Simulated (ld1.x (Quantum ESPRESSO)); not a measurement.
## Transferability test, PAW potential for palladium

- Element: Pd
- Generator: ld1.x (Quantum ESPRESSO) 7.5
- Type: PAW
- Functional: LDA (PZ)
- Relativity: scalar-relativistic
- Frozen core: [Kr]
- Valence charge: 10
- Reference configuration: 4d10 5s0 5p0
- Partial waves: 5s (bound, empty): rcut 1.70, rcutus 1.95 bohr; 5s channel at 1.15 Ry: rcut 1.70, rcutus 1.95 bohr; 5p (bound, empty): rcut 3.85, rcutus 4.75 bohr; 5p channel at 0.55 Ry: rcut 3.85, rcutus 4.75 bohr; 4d (bound): rcut 2.00, rcutus 2.15 bohr; 4d channel at 0.4 Ry: rcut 2.00, rcutus 2.15 bohr
- Local potential: all-electron potential smoothed inside 2.60 bohr (lloc = -2)
- Core correction: Bessel-smoothed model core, default radius (core density twice the valence density)
- Augmentation charge: GAUSS, radius 1.30 bohr

Energies are relative to the spin-unpolarised reference configuration 4d10 5s0 5p0; without spin polarisation the order of configurations can differ from experiment. Spin-polarised rows fill each open shell by Hund’s rule, majority spin first. Not all tests gave a result: 2 of 9 tests not solved or not reliable. Left out of the table: 4d9 5s1 5p0 (solver errors, printed error -3.3 eV); 4d8 5s1 5p0 (solver errors, printed error -4.0 eV).

Problem. Give the all-electron excitation energy and the error of the potential for: 4d9 5s0 5p0; 4d8 5s0 5p0; 4d7 5s0 5p0; 4d9.5 5s0 5p0; 4d9 5s0 5p1; 4d9 5s0 5p0 (spin-polarised); 4d8 5s0 5p0 (spin-polarised).

Solution.

| valence configuration | charge | ΔE all-electron (eV) | error AE − PS (meV) |
| --- | --- | --- | --- |
| 4d9 5s0 5p0 | +1 | 9.389 | -18 |
| 4d8 5s0 5p0 | +2 | 30.470 | -148 |
| 4d7 5s0 5p0 | +3 | 65.065 | -556 |
| 4d9.5 5s0 5p0 | +0.5 | 3.370 | -2.7 |
| 4d9 5s0 5p1 | 0 | 5.318 | -2.9 |
| 4d9 5s0 5p0 (spin-polarised) | +1 | 9.244 | -18 |
| 4d8 5s0 5p0 (spin-polarised) | +2 | 29.835 | -147 |

Note: ghost state, extra bound levels that the all-electron valence spectrum of the same l lacks: s at -14.7 eV. A true bound ghost makes a file unfit for plane-wave use.
